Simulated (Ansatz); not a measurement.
Cartesian coordinates in Å:
```
O 2.226 0.155 -1.143
B 1.065 0.268 -0.458
O 0.618 1.477 -0.047
S 0.251 -1.366 -0.170
C -1.339 -0.852 0.497
F -2.017 -1.929 0.873
F -1.226 -0.048 1.574
F -2.086 -0.183 -0.386
H 2.672 1.001 -1.249
H -0.164 1.478 0.509
```

Charge 0, multiplicity 1.

**Question.** List the PBE/def2-TZVPP orbital energies in eV (Ansatz). (An estimate is asked.)

**Answer.** Ansatz gave: Occupied: -2396.36, -661.55, -661.50, -661.41, -511.21, -511.07, -276.37, -209.34, -179.05, -155.53, -155.37, -155.26, -33.70, -31.32, -31.20, -26.63, -25.81, -19.99, -17.27, -15.27, -15.19, -14.97, -14.35, -13.25, -11.80, -11.71, -11.22, -10.76, -10.35, -10.14, -10.04, -9.46, -9.34, -8.28, -8.19, -6.82. Lowest empty: -0.86, -0.29, -0.20, 0.54, 1.59, 1.77, 2.05, 2.45.
